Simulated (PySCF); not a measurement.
C4H7FSi, SMILES C1(=CC[C@H]1F)[SiH3].

Geometry optimised at TPSSh-D3(BJ)/def2-SVP. The structure was generated by enumeration; whether it is a known compound was not checked.

Calculation: PySCF with TPSSh-D3(BJ)/def2-SVP.

Frequencies are harmonic and unscaled.

```csv
mode,ν (cm⁻¹),IR (km/mol),Raman (Å⁴/amu),depolarisation,moving atoms (share of kinetic energy)
1,93,0.3,0.1,0.64,H 91 %
2,130,1.0,0.3,0.74,"F 36 %, C 24 %, H 21 %, Si 20 %"
3,166,0.5,0.6,0.75,"C 49 %, H 35 %, F 8 %"
4,236,1.6,2.7,0.73,"C 57 %, H 28 %, F 15 %"
5,377,5.2,4.3,0.56,"C 35 %, H 25 %, F 23 %, Si 17 %"
6,482,2.7,6.7,0.19,"C 38 %, Si 33 %, H 22 %"
7,516,11.9,4.9,0.75,"H 38 %, C 34 %, F 21 %"
8,647,38.9,8.3,0.72,"H 75 %, C 12 %, Si 11 %"
9,692,26.6,5.5,0.58,"H 52 %, C 32 %, F 8 %"
10,769,17.2,3.3,0.24,"H 48 %, C 40 %, F 9 %"
11,879,15.5,7.4,0.56,"H 73 %, C 25 %"
12,917,89.3,8.0,0.62,"C 52 %, H 47 %"
13,936,237.0,20.6,0.72,"H 77 %, C 14 %"
14,950,34.8,23.7,0.74,"H 89 %, C 9 %"
15,958,11.8,4.7,0.72,"H 60 %, C 38 %"
16,966,46.5,30.7,0.71,H 97 %
17,1029,14.9,1.8,0.07,"C 60 %, H 39 %"
18,1081,31.9,6.3,0.74,"C 48 %, H 39 %, F 12 %"
19,1121,16.8,2.5,0.29,"C 52 %, H 46 %"
20,1168,94.0,2.4,0.49,"C 60 %, H 29 %, F 11 %"
21,1201,7.7,3.1,0.72,"H 65 %, C 35 %"
22,1234,7.8,8.6,0.20,"H 62 %, C 37 %"
23,1283,30.1,5.2,0.56,"C 56 %, H 44 %"
24,1364,45.2,11.0,0.61,"H 78 %, C 21 %"
25,1458,3.5,35.6,0.53,"H 88 %, C 12 %"
26,1639,17.3,32.7,0.15,C 93 %
27,2249,106.9,169.1,0.19,H 97 %
28,2256,93.1,196.4,0.10,H 98 %
29,2260,110.5,97.5,0.73,H 96 %
30,3041,32.2,211.3,0.26,H 94 %
31,3054,40.7,156.0,0.15,H 92 %
32,3106,13.8,117.8,0.73,"H 90 %, C 10 %"
33,3179,14.0,123.1,0.28,"H 91 %, C 9 %"
```
